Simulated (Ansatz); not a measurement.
Steps of a relaxation of `FB1OP[SiH2]1` with RKS PBE-D4/def2-SVP.

```sh
$ ansatz run in.yaml --threads 2 --pin off --events-out ev --progress --plain --max-ram 4352MiB
```

```yaml
crystal:
  periodic: [false, false, false]
  atoms:
    - {symbol: F, position_ang: [-0.077600, 2.586200, 0.100800]}
    - {symbol: B, position_ang: [0.125900, 1.234100, 0.364700]}
    - {symbol: O, position_ang: [-0.348800, 0.339500, 1.473900]}
    - {symbol: P, position_ang: [-0.836100, -1.124100, 0.752400]}
    - {symbol: Si, position_ang: [0.150400, -0.282300, -0.875500]}
    - {symbol: H, position_ang: [0.225400, -1.903700, 1.207700]}
    - {symbol: H, position_ang: [1.512600, -0.857900, -1.031300]}
    - {symbol: H, position_ang: [-0.659500, -0.049000, -2.048500]}
basis:
  gaussian: {orbitals: def2-SVP}
hamiltonian: {xc: pbe, dispersion: d4}
relax: {f_tol: 0.03, max_steps: 200}
```

Positions (Å) and forces (eV/Å) along the path, 10 of 10 steps:

```xyz
8
step=1 energy=-22632.7189 eV
F    -0.078    2.586    0.101    0.514   -2.155    1.587
B     0.126    1.234    0.365   -1.989   -0.206    0.701
O    -0.349    0.340    1.474    0.832    3.952   -0.083
P    -0.836   -1.124    0.752   -2.473   -1.249    1.886
Si    0.150   -0.282   -0.875    2.386    0.740   -2.657
H     0.225   -1.904    1.208    0.849   -0.756    0.324
H     1.513   -0.858   -1.031    0.255   -0.237   -0.516
H    -0.659   -0.049   -2.049   -0.374   -0.089   -1.242
8
step=2 energy=-22633.7692 eV
F    -0.006    2.581    0.282   -0.106   -2.318    0.474
B    -0.029    1.192    0.341   -0.096    1.099    1.873
O    -0.371    0.436    1.537    0.563    2.239   -1.597
P    -0.859   -1.078    0.865   -0.939   -0.784    0.109
Si    0.184   -0.290   -0.973    0.177    0.084   -0.495
H     0.244   -1.889    1.267    0.418   -0.174    0.222
H     1.546   -0.885   -1.165    0.055    0.048   -0.150
H    -0.616   -0.124   -2.209   -0.071   -0.193   -0.435
8
step=3 energy=-22633.9781 eV
F     0.059    2.545    0.397    0.170   -1.875   -0.001
B     0.020    1.163    0.385   -0.921    1.598    1.290
O    -0.506    0.503    1.523    0.889    0.715   -1.416
P    -0.876   -1.087    0.884   -0.309   -0.541   -0.051
Si    0.179   -0.288   -1.019    0.128   -0.045    0.066
H     0.285   -1.830    1.344    0.044    0.158    0.044
H     1.549   -0.851   -1.277   -0.017   -0.017   -0.030
H    -0.619   -0.212   -2.293    0.017    0.007    0.098
8
step=4 energy=-22633.6793 eV rejected
F     0.237    2.484    0.465    0.794    4.153    0.553
B    -0.090    1.284    0.441   -0.259   -5.656   -2.144
O    -0.588    0.504    1.424   -0.450   -0.043    1.126
P    -0.876   -1.156    0.867    0.144    0.210    0.003
Si    0.154   -0.365   -1.046   -0.121    1.646    0.981
H     0.338   -1.771    1.405   -0.156    0.240   -0.097
H     1.554   -0.785   -1.314    0.258   -0.273   -0.118
H    -0.636   -0.254   -2.298   -0.209   -0.276   -0.304
8
step=5 energy=-22634.1154 eV
F     0.142    2.515    0.438    0.001   -0.474    0.056
B    -0.029    1.186    0.397   -0.095    0.229    0.059
O    -0.536    0.504    1.478    0.138    0.247   -0.264
P    -0.893   -1.117    0.875    0.139   -0.256   -0.035
Si    0.173   -0.290   -1.020   -0.060    0.200    0.162
H     0.313   -1.781    1.358   -0.126    0.115   -0.006
H     1.552   -0.824   -1.291    0.003   -0.040   -0.006
H    -0.629   -0.250   -2.291    0.000   -0.021    0.035
8
step=6 energy=-22634.1177 eV
F     0.227    2.486    0.480   -0.134   -0.262    0.003
B    -0.066    1.186    0.384    0.149    0.142    0.131
O    -0.625    0.505    1.432    0.124    0.118   -0.115
P    -0.850   -1.157    0.857   -0.265   -0.094    0.021
Si    0.161   -0.268   -1.034    0.109   -0.048    0.126
H     0.362   -1.731    1.418    0.015    0.133   -0.113
H     1.528   -0.841   -1.290    0.035    0.076   -0.083
H    -0.644   -0.236   -2.302   -0.033   -0.065    0.030
8
step=7 energy=-22634.1326 eV
F     0.221    2.481    0.481   -0.024   -0.033    0.020
B    -0.051    1.182    0.393    0.071    0.039   -0.073
O    -0.614    0.508    1.437   -0.048   -0.006    0.057
P    -0.882   -1.150    0.860    0.073   -0.016   -0.002
Si    0.169   -0.276   -1.021    0.008   -0.025    0.031
H     0.353   -1.715    1.377   -0.068    0.032   -0.020
H     1.543   -0.821   -1.299   -0.005    0.011   -0.024
H    -0.647   -0.266   -2.283   -0.006   -0.002    0.012
8
step=8 energy=-22634.1335 eV
F     0.224    2.479    0.483   -0.001   -0.003    0.023
B    -0.046    1.180    0.395    0.002    0.006   -0.068
O    -0.624    0.508    1.433   -0.016   -0.001    0.042
P    -0.881   -1.151    0.858    0.016   -0.003   -0.007
Si    0.172   -0.278   -1.020    0.033   -0.015    0.025
H     0.352   -1.709    1.380   -0.020    0.011    0.001
H     1.546   -0.819   -1.308   -0.003    0.001   -0.020
H    -0.650   -0.268   -2.277   -0.011    0.005    0.004
8
step=9 energy=-22634.1340 eV
F     0.229    2.476    0.488    0.003    0.012    0.009
B    -0.046    1.179    0.394   -0.021   -0.026    0.014
O    -0.634    0.509    1.430    0.007    0.024   -0.026
P    -0.880   -1.153    0.855   -0.030    0.010   -0.007
Si    0.178   -0.281   -1.018    0.028   -0.007   -0.003
H     0.349   -1.701    1.386    0.031   -0.020    0.020
H     1.550   -0.817   -1.322   -0.005    0.000   -0.003
H    -0.653   -0.269   -2.269   -0.013    0.007   -0.004
8
step=10 energy=-22634.1343 eV
F     0.231    2.475    0.492    0.001   -0.003   -0.002
B    -0.045    1.178    0.393    0.000   -0.003   -0.003
O    -0.644    0.509    1.424   -0.008    0.003    0.004
P    -0.879   -1.155    0.853   -0.003    0.002    0.005
Si    0.184   -0.282   -1.018    0.012    0.001    0.000
H     0.349   -1.699    1.398    0.005   -0.002   -0.002
H     1.553   -0.819   -1.334   -0.003    0.001    0.002
H    -0.657   -0.265   -2.263   -0.005    0.003   -0.003
```

It took 21 s on 2 threads of an Arm Neoverse V1 on a shared host, with 0.17 GiB of host memory at the peak.
